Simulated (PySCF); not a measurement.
Input for PySCF: R-B3LYP/3-21G on CH5BOSe (SMILES COB[SeH]), a point of a torsion scan.

```python
from pyscf import gto, scf, dft, mp
from pyscf.data.elements import chemcore

mol = gto.M(
    atom='''
    C    -1.01205550   -0.71614640   -0.15463736
    O    -0.25005267    0.32004329   -0.71381700
    B     0.54962195    1.20598491   -0.12615507
    Se    2.39659389    1.23189363   -0.68816312
    H    -0.36139473   -1.57450958    0.03147361
    H    -1.78556007   -0.99578727   -0.87161559
    H    -1.47908079   -0.40822819    0.78687021
    H     0.25834368    1.85525887    0.81375220
    H     2.29116415    0.21681662   -1.70101250
    ''',
    basis='3-21g',
    charge=0, spin=0, verbose=3, max_memory=1800)
mf = dft.RKS(mol, xc='b3lyp')
mf.conv_tol = 1e-8
mf.max_cycle = 100
mf.kernel()
if not mf.converged:
    mf = mf.newton().run(mf.mo_coeff, mf.mo_occ)
```

Task: What total energy does the run end on?

Result: -2530.6578 hartree.
